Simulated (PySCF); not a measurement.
Below is a simulated gas-phase Si 2p photoelectron spectrum of `CO[SiH2]C#N`.

Every computed line was given a Gaussian of 1.0 eV full width at half maximum and an area set by the number of equivalent atoms (split 2:1 within a doublet); the highest printed point is 100. Level of theory: delta-SCF UKS SCAN, pcX-2 on the ionised atom, pcseg-1 elsewhere, spin-free X2C (PySCF).

```tsv
binding energy (eV)	intensity
107.1	0
107.2	1
107.3	1
107.4	2
107.5	4
107.6	7
107.7	11
107.8	18
107.9	26
108.0	37
108.1	49
108.2	62
108.3	75
108.4	86
108.5	94
108.6	99
108.7	100
108.8	98
108.9	92
109.0	85
109.1	76
109.2	67
109.3	57
109.4	47
109.5	37
109.6	29
109.7	21
109.8	15
109.9	10
110.0	6
110.1	4
110.2	2
110.3	1
110.4	1
110.5	0
110.6	0
```

Q: Count the maxima, the lines and the sites behind this envelope.

A: The curve has 1 maximum (at 108.7 eV). Under it lie 2 lines from 1 inequivalent silicon site, drawn as a 2p3/2, 2p1/2 pair. At this width some lines have no maximum of their own.

Q: Decompose the envelope and assign each component. Numbering: `[CH3:1][O:2][SiH2:3][C:4]#[N:5]`.

A: 
| position (eV) | relative area | line | atoms | environment |
| --- | --- | --- | --- | --- |
| 108.55 | 0.67 | Si 2p3/2 | Si3 | oxygen-bound silicon |
| 109.17 | 0.33 | Si 2p1/2 | Si3 | oxygen-bound silicon |

Shake-up satellites, vibrational structure and lifetime widths aren't simulated. For 2p shells one spin-free hole was relaxed; a mean-field spin–orbit operator and the ground-state splitting of the three 2p orbitals were then diagonalised within the shell. The shell's mean is (2 × 2p3/2 + 2p1/2)/3, and the degeneracies 2j + 1 give areas of 2:1. 2p1/2 minus 2p3/2 (ligand field included): Si 0.62 eV. One conformer (not necessarily the lowest) at the PBE0-D3(BJ)/def2-SVP geometry, without solvent, vibrations or thermal averaging.

On one thread of an Arm Neoverse N1, shared host, this took 61 s.

The values belong to the conformer `[CH3:1][O:2][SiH2:3][C:4]#[N:5]`: C1–O2–Si3–C4 60°.
